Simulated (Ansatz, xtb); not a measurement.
Species: CF2I (charge 0, doublet). It need not be the lowest isomer of its formula. 
Structure (B3LYP-D3(BJ)/def2-TZVP (Ansatz, a program for electronic structure) minimum search):
SMILES: F[C](F)I
```xyz
4

C     -1.3480     0.0398    -0.0610
F     -1.9141    -0.3241     1.0767
F     -1.8289    -0.6957    -1.0484
I      0.7882     0.1687     0.0021
```
Charge 0, spin multiplicity 2.

Harmonic wavenumbers from GFN2-xTB (xtb, at its own minimum), cm⁻¹: 261, 290, 456, 597, 1131, 1155.

Q: Give the harmonic wavenumbers at B3LYP-D3(BJ)/def2-TZVP (Ansatz, finite differences of forces, unscaled).

A: 263, 263, 542, 622, 1138, 1180 cm⁻¹. Zero-point energy 5.7 kcal/mol.

Q: From these and the geometry, give the ideal-gas thermochemistry at 298.15 K and 1 atm (rigid rotor, harmonic oscillator).

A: Point group Cs, rotational symmetry number 1. Rotational constants 10.99, 2.051, 1.749 GHz. S(trans) 41.42, S(rot) 26.50, S(vib) 4.36, S(elec, spin only) 1.38, S 73.7 cal/(mol K). H(298) - H(0) 3.20 kcal/mol; G - E(el) -13.0 kcal/mol.
